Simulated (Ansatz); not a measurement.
Program: Ansatz. Geometries: PBE0-D4/def2-TZVP. ΔE: electronic, gas phase. CCSD(T)/CBS is the MP2 limit (def2-TZVPP, def2-QZVPP) plus CCSD(T) − MP2 in def2-TZVPP, frozen cores. This one scheme is used for every species. DFT in def2-TZVPP. Elements past krypton have def2 core potentials. For In outer-core shells are correlated without core-valence functions, which leaves a few kJ/mol of doubt a bond. Each species was taken in one conformer, which may not be the lowest.

Consider the formal exchange of groups at a B–C bond: `[SiH3]B[CH2][InH2]` + `C=O` → `O=CB[SiH3]` + `[CH3][InH2]`.

`[SiH3]B[CH2][InH2]`:

Cartesian coordinates in Å:
```
Si -0.502 -0.082 1.614
B 1.110 0.155 0.418
C 1.193 -0.732 -0.767
In -0.659 0.537 -1.391
H -1.698 0.190 0.681
H -0.782 -1.466 2.084
H -0.716 0.880 2.725
H 1.810 1.121 0.533
H 0.689 -1.697 -0.827
H 1.983 -0.628 -1.511
H -0.716 2.247 -1.335
H -1.713 -0.526 -2.222
```

`C=O`:

Cartesian coordinates in Å:
```
C -0.002 -0.001 0.004
O 0.442 0.191 -1.089
H 0.493 0.391 0.916
H -0.932 -0.581 0.168
```

`O=CB[SiH3]`:

Cartesian coordinates in Å:
```
O 0.220 0.978 1.912
C 0.138 -0.224 1.705
B 0.709 -0.224 0.282
Si -0.459 0.132 -1.314
H -0.254 -0.924 2.462
H 1.898 -0.312 0.186
H -0.466 -1.111 -2.139
H -1.864 0.450 -0.939
H 0.078 1.236 -2.155
```

`[CH3][InH2]`:

Z-matrix (Å, degrees):
```
C
In 1 2.153
H 1 1.091 2 110.7
H 1 1.090 2 111.6 3 122.1
H 1 1.093 2 109.1 3 -118.2
H 2 1.731 1 120.0 3 40.5
H 2 1.730 1 120.8 3 -140.1
```

```
             species  LDA (SPW92) energy (Eh)
`[SiH3]B[CH2][InH2]`               -545.18752
               `C=O`               -113.63629
        `O=CB[SiH3]`               -428.30398
       `[CH3][InH2]`               -230.49336
```

(1) Work out ΔE.

Largest T1 diagnostic among the species: 0.021, so the coupled-cluster value is less sure than usual.

## Answers

(1) ΔE = (-428.30398) + (-230.49336) − (-545.18752) − (-113.63629) = 0.02647 Eh = +0.72 eV. CCSD(T)/CBS gives +0.82 eV.

Leaving LDA and LC-ωPBE aside and taking each functional with its dispersion term where it has one, the values, not all of them listed here, spread over 0.20 eV, from BLYP-D4 to PBE-QIDH. LDA lies +0.15 eV from PBE without D4. From r2SCAN to r2SCAN0 (25 % exact exchange), in def2-TZVPP and without D4, ΔE moves by +0.06 eV. The D4 term adds +0.11 eV with B3LYP and +0.06 eV with PBE0; it sums over pairs of atoms, weighted by their polarisabilities, and B3LYP, whose exchange is more repulsive, gets the larger term.

B3LYP here is the variant with VWN-RPA as its local correlation; programs differ in this.
